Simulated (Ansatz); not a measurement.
The same ligand exchange along the group C, Si, Ge.

Isolated molecules relaxed with PBE0-D4/def2-TZVP in Ansatz; ΔE leaves out vibrations. CCSD(T)/CBS is the MP2 limit (def2-TZVPP, def2-QZVPP) plus CCSD(T) − MP2 in def2-TZVPP, frozen cores. This one scheme is used for every species. DFT in def2-TZVPP. B3LYP here is the variant with VWN-RPA as its local correlation; programs differ in this. For Ge outer-core shells are correlated without core-valence functions, which leaves a few kJ/mol of doubt a bond. Scalar relativity is left out up to krypton. One conformer a species, not always the lowest.

```csv
reaction,RPA@PBE/def2-TZVPP (kcal/mol),B3LYP-D4 (kcal/mol),LDA (SPW92) (kcal/mol)
ethanol + `BS` → `BSC` + CH₃OH,4.8,3.6,4.6
`O[SiH2][SiH3]` + `BS` → `BS[SiH3]` + silanol,-12.5,-11.9,-9.0
`[OH][GeH2][GeH3]` + `BS` → `B[S][GeH3]` + `[OH][GeH3]`,-2.9,-2.1,-0.7
```

(1) Give the CCSD(T)/CBS values in the same order. (Estimate.)

Largest T1 diagnostic: 0.015, for `BS`.

Results:

(1) Computed: 4.1, -13.2, -2.7 kcal/mol.
